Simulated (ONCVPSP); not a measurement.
**copper, ONCV: configuration errors across variants**

```
Element                 : copper
Generator               : ONCVPSP 4.0.1
Type                    : optimised norm-conserving Vanderbilt (ONCV)
Functional              : LDA (Perdew-Zunger)
Relativity              : scalar-relativistic
Frozen core             : [Ne]
Valence charge          : 19
Reference configuration : 3s2 3p6 3d10 4s1
Partial waves           : 3s+4s: rc 1.35 bohr, ncon 4, nbas 7, qcut 9.1 1/bohr, 2 projectors; 3p: rc 0.80 bohr, ncon 3, nbas 6, qcut 8.2 1/bohr, 2 projectors, debl 1.8 Ha; 3d: rc 1.55 bohr, ncon 4, nbas 8, qcut 8.1 1/bohr, 2 projectors, debl 2.8 Ha
Local potential         : polynomial inside 0.60 bohr (lpopt 5, dvloc0 6 Ha)
Core correction         : Teter function fitted to the true core (icmod 2), fcfact 0.35
```

In the p channel the program set the typed energies aside and used -2.647, 0.250 Ha.

All-electron excitation energies from the reference (eV): (1) 3s2 3p6 3d10 4s0 8.436; (2) 3s2 3p6 3d9 4s0 30.123; (3) 3s2 3p6 3d10 4s0 4p1 4.258.

Errors AE − PS in meV (a dash: test not solved or not reliable):

```csv
change,(1),(2),(3),bound ghosts,GHOST(+) flags above zero
base,+10,+17,+3.3,none,s
s: qcut 14,+11,+17,+3.6,none,s
"core correction polynomial model core, fcfact 0.45",+10,+17,+3.3,none,s
d: qcut 11.1,+6.3,+6.6,+2.1,none,s
"local potential polynomial inside 0.65 bohr (lpopt 5, dvloc0 6 Ha)",+10,+17,+3.3,none,none
```

(1) Give the same row for: local potential polynomial inside 0.60 bohr (lpopt 5, dvloc0 3.5 Ha).

## Answers

(1) +10, +18, +3.3; bound ghosts: none; GHOST(+) flags above zero: s.
